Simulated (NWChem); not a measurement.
The numbers come from NWChem runs, not from measurements. System: OZr, charge 0, spin multiplicity 1, at a geometry optimised with B3LYP/def2-SVP with def2 effective core potentials on Zr. The structure started from a generated list of species.

Input file:

```
start mol
memory heap 200 mb stack 900 mb global 1100 mb
geometry units angstroms nocenter noautoz noautosym
  Zr     0.000000     0.000000     0.291877
  O      0.000000     0.000000    -1.459383
end
basis spherical
  * library def2-svp
end
ecp
  Zr library def2-ecp
end
dft
  xc b3lyp
  semidirect memsize 60000000 filesize 0
  iterations 100
end
task dft energy
```

The output up to the point where the run's verdict is printed (cleaned and shortened):

```
             Northwest Computational Chemistry Package (NWChem) 7.3.0
             --------------------------------------------------------

                                NWChem Input Module
                                -------------------

 Scaling coordinates for geometry "geometry" by  1.889725989
 (inverse scale =  0.529177249)

                             Geometry "geometry" -> ""
                             -------------------------

 Output coordinates in angstroms (scale by  1.889725989 to convert to a.u.)

  No.       Tag          Charge          X              Y              Z
 ---- ---------------- ---------- -------------- -------------- --------------
    1 Zr                  40.0000     0.00000000     0.00000000     0.29187700
    2 O                    8.0000     0.00000000     0.00000000    -1.45938300

 Effective nuclear repulsion energy (a.u.)      96.6942199787

            Nuclear Dipole moment (a.u.)
            ----------------------------
        X                 Y               Z
 ---------------- ---------------- ----------------
     0.0000000000     0.0000000000     0.0000302356


 Summary of "ao basis" -> "" (spherical)
 ------------------------------------------------------------------------------
       Tag                 Description            Shells   Functions and Types
 ---------------- ------------------------------  ------  ---------------------
 *                          def2-svp                  on all atoms

                                 NWChem DFT Module
                                 -----------------

 Summary of "ao basis" -> "ao basis" (spherical)
 ------------------------------------------------------------------------------
       Tag                 Description            Shells   Functions and Types
 ---------------- ------------------------------  ------  ---------------------
 Zr                         def2-svp                11       31   5s3p2d1f
 O                          def2-svp                 6       14   3s2p1d

 Summary of "ao basis" -> "ao basis" (spherical)
 ------------------------------------------------------------------------------
[...]
 d= 0,ls=0.5,diis    52   -122.1189354968 -3.12D-05  1.23D-04  2.20D-04     4.1
 d= 0,ls=0.5,diis    53   -122.1189567879 -2.13D-05  1.26D-04  2.54D-04     4.2
 d= 0,ls=0.5,diis    54   -122.1189819419 -2.52D-05  1.31D-04  2.73D-04     4.3
 d= 0,ls=0.5,diis    55   -122.1190097786 -2.78D-05  1.32D-04  2.90D-04     4.3
 d= 0,ls=0.5,diis    56   -122.1190382123 -2.84D-05  1.34D-04  3.11D-04     4.4
 d= 0,ls=0.5,diis    57   -122.1190683384 -3.01D-05  1.33D-04  3.30D-04     4.5
 d= 0,ls=0.5,diis    58   -122.1190970970 -2.88D-05  1.41D-04  3.57D-04     4.6
 d= 0,ls=0.5,diis    59   -122.1191286350 -3.15D-05  1.32D-04  3.80D-04     4.6
 d= 0,ls=0.5,diis    60   -122.1191559542 -2.73D-05  1.45D-04  4.05D-04     4.7
 d= 0,ls=0.5,diis    61   -122.1191907146 -3.48D-05  1.56D-04  4.18D-04     4.8
 d= 0,ls=0.5,diis    62   -122.1192307952 -4.01D-05  1.64D-04  4.24D-04     4.9
 d= 0,ls=0.5,diis    63   -122.1192758391 -4.50D-05  1.62D-04  4.34D-04     4.9
 d= 0,ls=0.5,diis    64   -122.1193191952 -4.34D-05  1.59D-04  4.62D-04     5.0
 d= 0,ls=0.5,diis    65   -122.1193588469 -3.97D-05  1.66D-04  4.99D-04     5.1
 d= 0,ls=0.5,diis    66   -122.1193965828 -3.77D-05  1.95D-04  5.67D-04     5.2
 d= 0,ls=0.5,diis    67   -122.1194347628 -3.82D-05  1.96D-04  6.45D-04     5.2
 d= 0,ls=0.5,diis    68   -122.1194814073 -4.66D-05  1.78D-04  6.92D-04     5.3
 d= 0,ls=0.5,diis    69   -122.1195313178 -4.99D-05  1.78D-04  7.35D-04     5.4
 d= 0,ls=0.5,diis    70   -122.1195848952 -5.36D-05  1.77D-04  7.75D-04     5.5
 d= 0,ls=0.5,diis    71   -122.1196382767 -5.34D-05  1.89D-04  8.28D-04     5.5
 d= 0,ls=0.5,diis    72   -122.1197014840 -6.32D-05  2.37D-04  8.52D-04     5.6
 d= 0,ls=0.5,diis    73   -122.1197868330 -8.53D-05  2.09D-04  8.32D-04     5.7
 d= 0,ls=0.5,diis    74   -122.1198511887 -6.44D-05  2.39D-04  9.31D-04     5.8
 d= 0,ls=0.5,diis    75   -122.1199236708 -7.25D-05  2.91D-04  9.92D-04     5.8
 d= 0,ls=0.5,diis    76   -122.1200097970 -8.61D-05  2.93D-04  1.03D-03     5.9
 d= 0,ls=0.5,diis    77   -122.1200862987 -7.65D-05  3.30D-04  1.12D-03     6.0
 d= 0,ls=0.5,diis    78   -122.1201672592 -8.10D-05  3.94D-04  1.20D-03     6.0
 d= 0,ls=0.5,diis    79   -122.1202749793 -1.08D-04  4.18D-04  1.20D-03     6.1
 d= 0,ls=0.5,diis    80   -122.1204327522 -1.58D-04  8.45D-04  1.12D-03     6.2
 d= 0,ls=0.5,diis    81   -122.1205102742 -7.75D-05  5.48D-04  1.41D-03     6.3
 d= 0,ls=0.5,diis    82   -122.1205849487 -7.47D-05  5.14D-04  1.63D-03     6.3
 d= 0,ls=0.5,diis    83   -122.1206964660 -1.12D-04  4.69D-04  1.70D-03     6.4
 d= 0,ls=0.5,diis    84   -122.1208236776 -1.27D-04  5.70D-04  1.78D-03     6.5
 d= 0,ls=0.5,diis    85   -122.1209734006 -1.50D-04  3.73D-04  1.82D-03     6.6
 d= 0,ls=0.5,diis    86   -122.1211794693 -2.06D-04  3.09D-04  1.75D-03     6.6
 d= 0,ls=0.5,diis    87   -122.1212758033 -9.63D-05  1.07D-03  2.12D-03     6.7
 d= 0,ls=0.5,diis    88   -122.1214272760 -1.51D-04  1.21D-03  2.24D-03     6.8
 d= 0,ls=0.5,diis    89   -122.1215577820 -1.31D-04  5.90D-04  2.47D-03     6.9
 d= 0,ls=0.5,diis    90   -122.1218231729 -2.65D-04  6.27D-04  2.30D-03     6.9
 d= 0,ls=0.5,diis    91   -122.1220667092 -2.44D-04  5.53D-04  2.39D-03     7.0
 d= 0,ls=0.5,diis    92   -122.1222223641 -1.56D-04  4.77D-04  2.78D-03     7.1
 d= 0,ls=0.5,diis    93   -122.1223878525 -1.65D-04  6.08D-04  3.08D-03     7.2
 d= 0,ls=0.5,diis    94   -122.1225892437 -2.01D-04  4.65D-04  3.31D-03     7.2
 d= 0,ls=0.5,diis    95   -122.1227431278 -1.54D-04  1.72D-03  3.89D-03     7.3
 d= 0,ls=0.5,diis    96   -122.1230995167 -3.56D-04  1.47D-03  3.89D-03     7.4
 d= 0,ls=0.5,diis    97   -122.1233779688 -2.78D-04  5.14D-04  4.22D-03     7.5
 d= 0,ls=0.5,diis    98   -122.1235538924 -1.76D-04  1.76D-03  4.87D-03     7.5
 d= 0,ls=0.5,diis    99   -122.1238893561 -3.35D-04  4.71D-04  4.95D-03     7.6
 d= 0,ls=0.5,diis   100   -122.1242569687 -3.68D-04  1.38D-03  4.63D-03     7.7
```

The run did not converge; its last values are not results. The next line reads: Calculation failed to converge. NWChem stopped with the message: dft energy failed.
